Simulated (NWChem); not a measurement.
Molecule: BHCl, doublet; SMILES [BH]Cl

All runs: NWChem. Pople sets run with spherical d functions. Spin-unrestricted. In the optimisation the excess spin sits in a' (Cs, its own frame). No stability test was run on the SCF state. Level B3LYP/6-31G*: optimisations from one semi-empirical or force-field start; each run changes one setting, and all end within 0.3 mHa of each other.

| setting | optimisation steps |
|---|---|
| redundant internal coordinates, default thresholds | 4 |
| symmetry off | 4 |
| tight thresholds | 6 |
| loose thresholds | 2 |
| no line search | 5 |
